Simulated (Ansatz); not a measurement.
Steps of a relaxation of C$_{2}$H$_{6}$OSn (`C[O][Sn][CH3]`) with RKS PBE0-D4/def2-TZVP.

```sh
$ ansatz run in.yaml --threads 2 --pin off --events-out ev --progress --plain --max-ram 22528MiB --backend cuda --devices 0, --max-vram 18GiB
```

```yaml
crystal:
  periodic: [false, false, false]
  atoms:
    - {symbol: C, position_ang: [-0.412829, 0.813841, -1.381246]}
    - {symbol: O, position_ang: [0.969890, 0.775951, -1.147924]}
    - {symbol: Sn, position_ang: [1.990318, -0.094068, 0.381371]}
    - {symbol: C, position_ang: [0.227890, -0.906911, 1.493021]}
    - {symbol: H, position_ang: [-0.762515, 1.870146, -1.466984]}
    - {symbol: H, position_ang: [-1.028018, 0.322670, -0.589972]}
    - {symbol: H, position_ang: [-0.659367, 0.316408, -2.349541]}
    - {symbol: H, position_ang: [-0.347669, -1.616979, 0.861414]}
    - {symbol: H, position_ang: [-0.460972, -0.090699, 1.798783]}
    - {symbol: H, position_ang: [0.566471, -1.441559, 2.403979]}
basis:
  gaussian: {orbitals: def2-TZVP}
hamiltonian: {xc: pbe0, dispersion: d4}
relax: {f_tol: 0.005, max_steps: 150}
```

Positions (Å) and forces (eV/Å) along the path, 7 of 7 steps:

```xyz
10
step=1 energy=-10047.5155 eV
C    -0.413    0.814   -1.381   -0.416    0.054   -0.145
O     0.970    0.776   -1.148    0.095   -0.368    0.602
Sn    1.990   -0.094    0.381   -0.846    0.209   -0.435
C     0.228   -0.907    1.493   -0.106   -0.043    0.049
H    -0.763    1.870   -1.467    0.227   -0.524    0.081
H    -1.028    0.323   -0.590    0.391    0.232   -0.359
H    -0.659    0.316   -2.350    0.180    0.221    0.500
H    -0.348   -1.617    0.861    0.289    0.345    0.296
H    -0.461   -0.091    1.799    0.342   -0.385   -0.150
H     0.566   -1.442    2.404   -0.157    0.260   -0.439
10
step=2 energy=-10047.5782 eV
C    -0.410    0.795   -1.351   -0.243    0.049   -0.107
O     0.968    0.759   -1.121   -0.023   -0.054    0.079
Sn    1.945   -0.095    0.379    0.215    0.094   -0.123
C     0.226   -0.883    1.456   -0.249   -0.113    0.149
H    -0.753    1.840   -1.428    0.067   -0.178    0.017
H    -1.005    0.304   -0.562    0.116    0.080   -0.125
H    -0.650    0.299   -2.307    0.052    0.083    0.164
H    -0.341   -1.582    0.825    0.054    0.089    0.105
H    -0.452   -0.072    1.755    0.069   -0.126   -0.026
H     0.555   -1.415    2.358   -0.058    0.077   -0.132
10
step=3 energy=-10047.5836 eV
C    -0.412    0.797   -1.356   -0.059    0.011   -0.024
O     0.964    0.755   -1.117    0.031   -0.015    0.023
Sn    1.956   -0.091    0.375   -0.017    0.034   -0.054
C     0.223   -0.884    1.457   -0.029   -0.032    0.047
H    -0.750    1.838   -1.432    0.016    0.002    0.001
H    -1.008    0.309   -0.574    0.017   -0.005    0.010
H    -0.647    0.305   -2.308    0.017    0.001    0.000
H    -0.348   -1.584    0.840    0.015   -0.001   -0.017
H    -0.456   -0.084    1.766    0.014    0.017   -0.005
H     0.561   -1.412    2.352   -0.006   -0.012    0.020
10
step=4 energy=-10047.5839 eV
C    -0.415    0.801   -1.364   -0.026    0.001   -0.005
O     0.961    0.757   -1.121    0.017   -0.019    0.029
Sn    1.951   -0.089    0.371    0.017   -0.001    0.006
C     0.227   -0.891    1.470   -0.007    0.011   -0.020
H    -0.749    1.843   -1.439    0.001    0.021   -0.002
H    -1.012    0.313   -0.584   -0.006   -0.012    0.020
H    -0.646    0.312   -2.317    0.004   -0.008   -0.019
H    -0.342   -1.587    0.847   -0.012   -0.011   -0.014
H    -0.449   -0.087    1.774   -0.014    0.016    0.003
H     0.557   -1.421    2.366    0.027    0.002    0.001
10
step=5 energy=-10047.5842 eV
C    -0.415    0.799   -1.361   -0.027    0.002   -0.006
O     0.961    0.755   -1.118    0.012   -0.008    0.010
Sn    1.953   -0.090    0.373    0.002    0.003   -0.003
C     0.225   -0.889    1.466   -0.006   -0.002    0.003
H    -0.749    1.841   -1.435    0.004    0.005    0.000
H    -1.011    0.310   -0.581    0.003   -0.003    0.006
H    -0.646    0.310   -2.315    0.006   -0.001   -0.004
H    -0.344   -1.586    0.844    0.001   -0.001   -0.004
H    -0.451   -0.085    1.771    0.000    0.004   -0.001
H     0.559   -1.418    2.361    0.005    0.000    0.000
10
step=6 energy=-10047.5842 eV
C    -0.416    0.799   -1.362    0.026   -0.003    0.004
O     0.960    0.752   -1.118   -0.007    0.001   -0.001
Sn    1.953   -0.090    0.373   -0.003    0.001   -0.003
C     0.225   -0.888    1.467    0.003    0.000    0.002
H    -0.748    1.842   -1.432   -0.004    0.001    0.000
H    -1.013    0.307   -0.584   -0.006    0.000    0.000
H    -0.645    0.314   -2.319   -0.005    0.000   -0.001
H    -0.344   -1.586    0.844   -0.001    0.000   -0.001
H    -0.451   -0.084    1.772   -0.001    0.000    0.000
H     0.561   -1.417    2.362   -0.002    0.000    0.001
10
step=7 energy=-10047.5842 eV
C    -0.416    0.798   -1.362    0.000    0.001    0.000
O     0.961    0.751   -1.119    0.000    0.000   -0.001
Sn    1.953   -0.090    0.373    0.000    0.000    0.001
C     0.225   -0.888    1.467    0.000    0.000    0.000
H    -0.748    1.841   -1.428    0.000   -0.001    0.000
H    -1.012    0.304   -0.585    0.000   -0.001    0.000
H    -0.645    0.317   -2.320    0.000    0.000    0.000
H    -0.344   -1.585    0.844    0.000    0.000    0.000
H    -0.451   -0.083    1.772    0.000    0.000    0.000
H     0.560   -1.416    2.362    0.000    0.000    0.000
```

It took 19 s on 2 threads of an AMD EPYC 7R13 on a shared host and a share of an NVIDIA H100 80 GB, with 0.87 GiB of host memory at the peak.
